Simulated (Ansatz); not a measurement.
Task: Name a neutral molecule of Al, C, F, Ge and H with size of the dipole moment (PBE/def2-TZVPP) between 1.75 and 2.05 D and HOMO–LUMO gap (PBE/def2-TZVPP) between 2.70 and 3.00 eV (Ansatz, PBE0-D4/def2-TZVP geometry).

Result: `F[CH]1[AlH][GeH2]1` (1.80 D, 2.76 eV). Other molecules can fit too; these were computed, each in one conformer that needn't be the lowest.
